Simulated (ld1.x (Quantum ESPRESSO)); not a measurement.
Mn (Z = 25), PAW: configuration errors across variants

ld1.x (Quantum ESPRESSO) 7.5 input, shortened:

```
&input
   title='Mn', zed=25., rel=1, dft='PW91', iswitch=3,
   config='[Ar] 3d5.5 4s1.5 4p0 4f-2'
 /
 &inputp
   pseudotype=3, lpaw=.true., tm=.true., lloc=-1, rcloc=2.10,
   nlcc=.true., new_core_ps=.true., rcore=1.80,
   which_augfun='PSQ', rmatch_augfun=1.35
 /
8
4S  1  0   1.50   0.00  1.90  2.20  0.0
4S  1  0   0.00   1.85  1.90  2.20  0.0
4P  2  1   0.00   0.00  2.30  2.45  0.0
4P  2  1   0.00   0.30  2.30  2.45  0.0
3D  3  2   5.50   0.00  1.45  1.90  0.0
3D  3  2   0.00   0.35  1.45  1.90  0.0
4F  4  3  -2.00   0.50  1.95  2.05  0.0
4F  4  3  -2.00   1.15  1.95  2.05  0.0
 &test
   configts(1)='3d5.5 4s1.5 4p0'
 /
```

All-electron excitation energies from the reference (eV): (1) 3d5 4s2 4p0 0.491; (2) 3d5 4s1 4p0 8.966; (3) 3d5 4s0 4p0 24.607; (4) 3d6 4s0 4p0 7.326; (5) 3d4 4s2 4p0 13.763; (6) 3d3 4s0 4p0 108.110; (7) 3d4 4s0 4p0 57.227.

1 further variants failed, have other tests or too few solved ones, and are left out.

A true bound ghost makes a file unfit for plane-wave use even where its test errors are small: the radial tests pick states by their node count and pass the ghost by.

Errors AE − PS in meV (a dash: test not solved or not reliable):

| change | (1) | (2) | (3) | (4) | (5) | (6) | (7) | bound ghosts |
| --- | --- | --- | --- | --- | --- | --- | --- | --- |
| base | -25 | -20 | -33 | -42 | -364 | -2519 | -589 | none |
| type TM semilocal; waves now 4s (bound): rc 2.20 bohr; 4p (bound): rc 2.45 bohr; 3d (bound): rc 1.90 bohr; 4f channel at 0.5 Ry: rc 2.05 bohr; local potential the f channel | -35 | -24 | -45 | -68 | -342 | -1383 | -465 | none |
| waves 4f channel at 0.5 Ry: rcut 1.95, rcutus 2.66 bohr; 4f channel at 1.15 Ry: rcut 1.95, rcutus 2.66 bohr | -25 | -20 | -33 | -42 | -364 | -2519 | -589 | none |
| local potential all-electron potential smoothed inside 2.20 bohr (lloc = -2) | -25 | -20 | -33 | -42 | -366 | -2531 | -591 | none |
| waves 4p (bound): rcut 1.90, rcutus 2.02 bohr; 4p channel at 0.3 Ry: rcut 1.90, rcutus 2.02 bohr | -25 | -20 | -33 | -42 | -364 | -2519 | -589 | p |

(1) Give the same row for: augmentation BG, radius 1.50 bohr.

Answers

(1) -24, -20, -33, -40, -344, -2479, -582; bound ghosts: none.
